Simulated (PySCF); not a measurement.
Stepwise substitution at one centre (Si Cl-NH2). Isolated molecules, 0 K electronic values unless said otherwise. One relaxed conformer stands for each flexible species; it need not be the lowest. Strings in code marks are SMILES.

The HOMO–LUMO gap from two functionals at the same geometries (TPSSh-D3(BJ)/def2-TZVP), both in PySCF: PBE-D3(BJ)/def2-TZVP and TPSSh-D3(BJ)/def2-TZVP. 

```tsv
species	PBE-D3(BJ)/def2-TZVP (eV)
2 of 4 Cl replaced by NH2 (`Cl[Si](Cl)(N)N`)	6.27
3 of 4 Cl replaced by NH2 (`N[Si](N)(Cl)N`)	5.61
4 of 4 Cl replaced by NH2 (`N[Si](N)(N)N`)	5.26
```

Task: What does TPSSh-D3(BJ)/def2-TZVP give for each?

Result: 
- 2 of 4 Cl replaced by NH2 (`Cl[Si](Cl)(N)N`): 7.52
- 3 of 4 Cl replaced by NH2 (`N[Si](N)(Cl)N`): 6.81
- 4 of 4 Cl replaced by NH2 (`N[Si](N)(N)N`): 6.46
Over these rows, drawn at random from the members with no instability flagged (it was tested for open shells, ions and some series alone), PBE minus TPSSh-D3(BJ): mean -1.22 eV, from -1.25 eV to -1.20 eV.
